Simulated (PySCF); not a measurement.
**Electron correlation in O (oxygen, neutral)**

[He] 2s2 2p4, high-spin 3P determinant. Computed with PySCF 2.14 in 6-31G*, with no relativity, point nucleus. Frozen: 1s2; 6 electrons correlated.

MP2 pair energies summed by pair of shells (mhartree):

```json
{"pair": "2p-2p", "energy": "-46.25", "share (%)": "48.7"}
{"pair": "2s-2p", "energy": "-41.84", "share (%)": "44.1"}
{"pair": "2s-2s", "energy": "-6.89", "share (%)": "7.3"}
```

Total MP2 correlation energy: -94.98 mhartree.

Same-spin part -24.44 and opposite-spin part -70.54 mhartree; SCS-MP2 scales them by 1/3 and 6/5 to -92.80 mhartree.

```
  level  correlation energy (mhartree)
   CCSD                        -110.73
    (T)                          -0.84
CCSD(T)                        -111.57
```

Diagnostics: T1 = 0.0051, D1 = 0.0090, largest double amplitude 0.055.

Task: Is a single reference adequate?

Result: Yes: T1 lies below 0.03 and no double amplitude reaches 0.07.
